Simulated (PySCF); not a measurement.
PySCF job for C₂H₄Cl₂Si₂, SMILES [SiH3]C#C[SiH](Cl)Cl, PBE/pcSseg-1. The structure is a stationary point at B3LYP-D3(BJ)/def2-SVP. This is a generated structure with no PubChem entry under its InChIKey; it may be hypothetical.

```python
import numpy as np
from pyscf import gto, scf, dft
from pyscf.prop.nmr import rks as nmr

mol = gto.M(
    atom='''
    Si    3.70922017   -0.02579609    0.56935837
    C     1.87202330   -0.11827289    0.46084375
    C     0.65152927   -0.17617737    0.38284712
    Si   -1.16264792   -0.27206838    0.28298892
    Cl   -1.93683379    1.64150910    0.27780460
    Cl   -1.68887449   -1.23228162   -1.46693884
    H     4.22390185    0.75100231   -0.59032138
    H     4.26539439   -1.40564049    0.54443400
    H     4.08540866    0.64916584    1.84090974
    H    -1.73099100   -1.01459074    1.42525232
    ''',
    basis='pcSseg-1',
    charge=0,
    spin=0,
    max_memory=1600,
    verbose=3,
)
mf = dft.RKS(mol, xc='pbe')
mf.grids.level = 3
mf.conv_tol = 1e-10
mf.max_cycle = 100
mf.kernel()
n = nmr.NMR(mf)
n.verbose = 2
n.max_cycle_cphf = 60
sigma = n.kernel()
print('atom   isotropic/ppm   span/ppm')
for i, s in enumerate(sigma):
    w = np.linalg.eigvalsh((s + s.T) / 2)
    print(f'{mol.atom_symbol(i):2s}{i + 1:3d} {w.mean():14.3f} {w[2] - w[0]:11.3f}')
```

It prints:

```
converged SCF energy = -1577.21440373008
atom   isotropic/ppm   span/ppm
Si  1        434.952      24.551
C   2         67.505     264.016
C   3         65.420     297.359
Si  4        352.671      84.037
Cl  5        823.562     293.261
Cl  6        823.564     293.239
H   7         26.916       8.146
H   8         26.956       8.255
H   9         26.957       8.256
H  10         25.368       9.091
```

The calculation finished and met its thresholds.
